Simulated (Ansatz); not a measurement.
A single point on `FC([SiH3])CCl`.

```yaml
crystal:
  periodic: [false, false, false]
  atoms:
    - {symbol: F, position_ang: [-1.717964, -0.367410, 0.544773]}
    - {symbol: C, position_ang: [-0.450958, 0.197939, 0.432634]}
    - {symbol: Si, position_ang: [0.833817, -1.213548, 0.509240]}
    - {symbol: C, position_ang: [-0.358350, 0.991734, -0.838137]}
    - {symbol: Cl, position_ang: [-1.424236, 2.423015, -0.830930]}
    - {symbol: H, position_ang: [-0.315466, 0.864160, 1.292686]}
    - {symbol: H, position_ang: [2.195258, -0.616027, 0.516570]}
    - {symbol: H, position_ang: [0.677756, -2.086952, -0.681263]}
    - {symbol: H, position_ang: [0.612755, -1.989356, 1.752740]}
    - {symbol: H, position_ang: [0.660793, 1.353642, -0.980983]}
    - {symbol: H, position_ang: [-0.648005, 0.385803, -1.696631]}
basis:
  gaussian: {orbitals: def2-QZVPP}
correlation: {method: mp2}
```

```sh
$ ansatz run in.yaml --threads 4 --pin off --events-out ev --progress --plain --max-ram 10444MiB
```

Output, abridged:

```
Functional definition: HF
2922 factors; integrals over basis functions are off by at most 1.0e-3 eV
mean field evaluation 1: about -25228.0427 eV, gradient 2.8e1 eV
mean field evaluation 2: about -25228.2053 eV, gradient 2.8e1 eV
mean field evaluation 4: about -25230.6501 eV, gradient 4.5e0 eV
mean field evaluation 8: about -25230.7064 eV, gradient 2.4e-1 eV
mean field -25230.70673227 eV, -927.2113704235 hartree, gradient 2.0e-6 eV, S^2 0.000000; 0 other end points of the search recorded, 0 dependent functions left out
13 core orbitals not correlated: weight in the atoms' cores, before any rotation towards them, 1.000 or more for the frozen orbitals, at most 0.000 for the correlated occupied ones
reference -25230.70673227 eV, -927.2113704235 hartree; 16, 16 occupied and 462, 462 virtual orbitals, 2922 factors
second order -26.72814499 eV of doubles, -0.00000000 eV of singles
Total energy: -25257.43487725 eV, -928.1936116348 hartree
```

Run time 34 s (4 threads of an Arm Neoverse V1 on a shared host); peak host memory 3.2 GiB.
